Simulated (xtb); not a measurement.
C2H7Al, charge -1, doublet, from a rough starting geometry (GFN-xTB shapes and energies of metal compounds can be far from the true ones) (a state made from the parent by changing its charge; the spin is typed, not shown lowest); xtb with GFN2-xTB.

xtb was given this input:
```
$ xtb mol.xyz --gfn 2 --chrg -1 --uhf 1 --opt vtight --json

# file mol.xyz
10

Al     0.54940176    -0.09629951    -0.31803665
C     -0.40274714    -1.68989952     0.39474002
H     -0.36218239    -2.55649172    -0.21909036
H     -1.48007573    -1.52433303     0.49824599
H     -0.02490511    -1.99863579     1.36833999
C      0.04550008     1.79961701    -0.14512918
H      0.69094487     2.38163149    -0.78653105
H      0.16217483     2.20475977     0.85451983
H     -0.97732699     1.98910152    -0.40244600
H      1.75097809    -0.49357554    -1.18244781
```

Q: Predict the main parts of the log of this xtb run.

A: 
```
   ID    Z sym.   atoms
    1   13 Al     1
    2    6 C      2, 6
    3    1 H      3-5, 7-10

           -------------------------------------------------
          |                Calculation Setup                |
           -------------------------------------------------

           -------------------------------------------------
          |                 G F N 2 - x T B                 |
           -------------------------------------------------

          ...................................................
          :                      SETUP                      :
          :.................................................:
          :  # basis functions                  25          :
          :  # atomic orbitals                  24          :
          :  # shells                           14          :
          :  # electrons                        19          :
          :  max. iterations                   250          :
          :  Hamiltonian                  GFN2-xTB          :
          :  restarted?                      false          :
          :  GBSA solvation                  false          :
          :  PC potential                    false          :
          :  electronic temp.          300.0000000     K    :
          :  accuracy                    1.0000000          :
          :  -> integral cutoff          0.2500000E+02      :
          :  -> integral neglect         0.1000000E-07      :
          :  -> SCF convergence          0.1000000E-05 Eh   :
          :  -> wf. convergence          0.1000000E-03 e    :
          :  Broyden damping             0.4000000          :
          :  net charge                         -1          :
          :  unpaired electrons                  1          :
          ...................................................

 iter      E             dE          RMSdq      gap      omega  full diag
   1     -8.9843569 -0.898436E+01  0.755E+00    0.55       0.0  T
   2     -9.0047831 -0.204263E-01  0.781E+00    0.37       1.0  T
   3     -8.9974289  0.735420E-02  0.856E+00    1.10       1.0  T
   4     -9.0432724 -0.458434E-01  0.672E+00    0.09       1.0  T
   5     -9.0350461  0.822626E-02  0.813E+00    0.41       1.0  T
   6     -9.0954494 -0.604033E-01  0.761E+00    0.28       1.0  T
   7     -9.0247386  0.707108E-01  0.724E+00    0.37       1.0  T
   8     -9.0113039  0.134347E-01  0.722E+00    0.68       1.0  T
   9     -9.0784730 -0.671691E-01  0.426E+00    1.53       1.0  T
  10     -9.0779093  0.563711E-03  0.380E+00    0.72       1.0  T
  11     -9.1086583 -0.307490E-01  0.696E+00    0.47       1.0  T
  12     -8.8864617  0.222197E+00  0.119E+01    1.05       1.0  T
  13     -9.0507244 -0.164263E+00  0.603E+00    1.00       1.0  T
  14     -9.0722692 -0.215449E-01  0.396E+00    0.70       1.0  T
  15     -8.9872834  0.849859E-01  0.721E+00    0.65       1.0  T
  16     -9.1102049 -0.122921E+00  0.302E+00    0.96       1.0  T
  17     -9.1067146  0.349024E-02  0.368E+00    0.90       1.0  T
  18     -9.1116194 -0.490471E-02  0.212E+00    0.97       1.0  T
  19     -9.1116577 -0.383943E-04  0.250E+00    0.97       1.0  T
  20     -9.1119221 -0.264335E-03  0.205E+00    0.98       1.0  T
  21     -9.1121874 -0.265369E-03  0.188E+00    0.99       1.0  T
  22     -9.1128787 -0.691204E-03  0.923E-01    0.98       1.0  T
  23     -9.1130939 -0.215221E-03  0.406E-01    0.95       1.0  T
  24     -9.1131374 -0.435075E-04  0.144E-01    0.93       1.0  T
  25     -9.1131358  0.162110E-05  0.146E-01    0.92       1.0  T
  26     -9.1131369 -0.112408E-05  0.157E-01    0.92       1.0  T
  27     -9.1131434 -0.653156E-05  0.952E-02    0.93       1.0  T
  28     -9.1131464 -0.299536E-05  0.410E-02    0.93       1.0  T
  29     -9.1131476 -0.117119E-05  0.283E-02    0.93       1.1  T
  30     -9.1131483 -0.758864E-06  0.249E-02    0.93       1.3  T
  31     -9.1131488 -0.414523E-06  0.161E-02    0.93       2.0  T
[...]
 * total energy  :    -9.0073687 Eh     change       -0.1040060E-04 Eh
 * total energy  :    -9.0073781 Eh     change       -0.9434308E-05 Eh
 * total energy  :    -9.0073833 Eh     change       -0.5148823E-05 Eh
 * total energy  :    -9.0073858 Eh     change       -0.2544329E-05 Eh
 * total energy  :    -9.0073870 Eh     change       -0.1170346E-05 Eh
 * total energy  :    -9.0073876 Eh     change       -0.5773722E-06 Eh
 * total energy  :    -9.0073878 Eh     change       -0.2156221E-06 Eh
 * total energy  :    -9.0073880 Eh     change       -0.2061510E-06 Eh
 * total energy  :    -9.0073884 Eh     change       -0.3560074E-06 Eh
 * total energy  :    -9.0073888 Eh     change       -0.4742825E-06 Eh
 * total energy  :    -9.0073890 Eh     change       -0.2167769E-06 Eh
 * total energy  :    -9.0073891 Eh     change       -0.6175090E-07 Eh
   *** GEOMETRY OPTIMIZATION CONVERGED AFTER 63 ITERATIONS ***
         :: total energy              -9.007389109772 Eh    ::
[...]
         9        2.0000           -0.1559508              -4.2436
        10        1.0000           -0.0340558              -0.9267 (HOMO)
        11                          0.0703065               1.9131 (LUMO)
        12                          0.0868784               2.3641
        13                          0.1502242               4.0878
        14                          0.1772246               4.8225
        15                          0.2063048               5.6138
        16                          0.3153148               8.5802
        17                          0.3777047              10.2779
        18                          0.3787591              10.3066
        19                          0.3840293              10.4500
        20                          0.3945262              10.7356
        21                          0.3994706              10.8701
       ...                                ...                  ...
        24                          0.9615211              26.1643
      -------------------------------------------------------------
                  HL-Gap            0.1043623 Eh            2.8398 eV
             Fermi-level           -0.0384390 Eh           -1.0460 eV

     #   Z          covCN         q      C6AA      α(0)
     1  13 Al       2.459     0.013   105.616    21.224
     2   6 C        3.587    -0.177    24.739     7.212
     3   1 H        0.923    -0.062     4.407     3.283
     4   1 H        0.923    -0.043     3.932     3.101
     5   1 H        0.923    -0.058     4.295     3.241
     6   6 C        3.587    -0.177    24.739     7.212
     7   1 H        0.923    -0.062     4.407     3.283
     8   1 H        0.923    -0.058     4.295     3.241
     9   1 H        0.923    -0.043     3.932     3.101
    10   1 H        0.823    -0.331    29.165     8.474

 Mol. C6AA /au·bohr⁶  :       1407.604303
 Mol. C8AA /au·bohr⁸  :      45208.313915
 Mol. α(0) /au        :         63.371886

Wiberg/Mayer (AO) data.
largest (>0.10) Wiberg bond orders for each atom

 ---------------------------------------------------------------------------
     #   Z sym  total        # sym  WBO       # sym  WBO       # sym  WBO
 ---------------------------------------------------------------------------
     1  13 Al   2.775 --     2 C    0.858     6 C    0.858    10 H    0.836
     2   6 C    3.784 --     3 H    0.962     5 H    0.958     4 H    0.954
                             1 Al   0.858
     3   1 H    0.996 --     2 C    0.962
     4   1 H    0.998 --     2 C    0.954
     5   1 H    0.997 --     2 C    0.958
     6   6 C    3.784 --     7 H    0.962     8 H    0.958     9 H    0.954
                             1 Al   0.858
     7   1 H    0.996 --     6 C    0.962
     8   1 H    0.997 --     6 C    0.958
     9   1 H    0.998 --     6 C    0.954
    10   1 H    0.887 --     1 Al   0.836
 ---------------------------------------------------------------------------

Topologies differ in total number of bonds
Writing topology from bond orders to xtbtopo.mol

molecular dipole:
                 x           y           z       tot (Debye)
 q only:       -0.531       0.194       0.744
   full:       -1.100       0.269       0.726       3.419
molecular quadrupole (traceless):
                xx          xy          yy          xz          yz          zz
 q only:        3.748      -0.534      -5.082       4.382       0.453       1.335
  q+dip:        1.313       0.161      -1.911       3.720      -0.117       0.597
   full:        1.385       0.196      -0.918       3.112      -0.372      -0.467

optimized geometry written to: xtbopt.xyz

           -------------------------------------------------
          | TOTAL ENERGY               -9.007389109772 Eh   |
          | GRADIENT NORM               0.000050255857 Eh/α |
          | HOMO-LUMO GAP               2.839844048228 eV   |
           -------------------------------------------------

normal termination of xtb
```
